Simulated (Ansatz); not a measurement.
Relaxation of CH2GaNO (6 atoms, charge 0, multiplicity 1), to a largest force component of 0.02 eV/Å in at most 50 steps.

Theory: RKS CAM-B3LYP/def2-SVP (Ansatz 0.2.0).

```xyz
6
Properties=species:S:1:pos:R:3
N 1.519 -1.865 1.379
C 0.999 -1.077 0.728
Ga 0.178 0.295 -0.448
O -1.410 0.651 0.005
H -0.037 -0.791 0.905
H -2.256 1.083 -0.048
```

Task: Where does it end, and by what steps?

Result: The forces met the threshold. The force dipped under the threshold on the way, but the program's further checks kept it going. After 16 steps the energy has fallen by 3.353 eV; Ga3 moved furthest, 1.88 Å. Parted: C2–Ga3, Ga3–H5.

```json
{"step": "0", "energy less start (eV)": "0.0000", "largest force component (eV/Å)": "4.570", "accepted": "yes"}
{"step": "1", "energy less start (eV)": "-1.1581", "largest force component (eV/Å)": "3.316", "accepted": "yes"}
{"step": "2", "energy less start (eV)": "-1.9818", "largest force component (eV/Å)": "3.294", "accepted": "yes"}
{"step": "3", "energy less start (eV)": "-2.6040", "largest force component (eV/Å)": "1.956", "accepted": "yes"}
{"step": "4", "energy less start (eV)": "-3.0243", "largest force component (eV/Å)": "0.755", "accepted": "yes"}
{"step": "5", "energy less start (eV)": "-3.1860", "largest force component (eV/Å)": "0.736", "accepted": "yes"}
{"step": "6", "energy less start (eV)": "-3.2497", "largest force component (eV/Å)": "0.394", "accepted": "yes"}
{"step": "7", "energy less start (eV)": "-3.2829", "largest force component (eV/Å)": "0.470", "accepted": "yes"}
{"step": "8", "energy less start (eV)": "-3.2974", "largest force component (eV/Å)": "0.941", "accepted": "yes"}
{"step": "9", "energy less start (eV)": "-3.3228", "largest force component (eV/Å)": "0.896", "accepted": "yes"}
{"step": "10", "energy less start (eV)": "-3.3440", "largest force component (eV/Å)": "0.380", "accepted": "yes"}
{"step": "11", "energy less start (eV)": "-3.3511", "largest force component (eV/Å)": "0.043", "accepted": "yes"}
{"step": "12", "energy less start (eV)": "-3.3514", "largest force component (eV/Å)": "0.042", "accepted": "yes"}
{"step": "13", "energy less start (eV)": "-3.3517", "largest force component (eV/Å)": "0.053", "accepted": "yes"}
{"step": "14", "energy less start (eV)": "-3.3529", "largest force component (eV/Å)": "0.010", "accepted": "yes"}
{"step": "15", "energy less start (eV)": "-3.3531", "largest force component (eV/Å)": "0.067", "accepted": "yes"}
{"step": "16", "energy less start (eV)": "-3.3532", "largest force component (eV/Å)": "0.007", "accepted": "yes"}
```

```xyz
6
Properties=species:S:1:pos:R:3
N 1.348 -2.245 1.891
C 0.722 -1.466 1.319
Ga -0.510 1.619 -1.597
O -0.923 0.562 -0.164
H 0.127 -0.723 0.773
H -1.771 0.550 0.299
```

Whether the end is a true minimum wasn't checked by a vibrational analysis.

Run time: 38 s on 2 threads of Arm Neoverse V1, with other jobs on the host, peak memory 0.19 GiB.
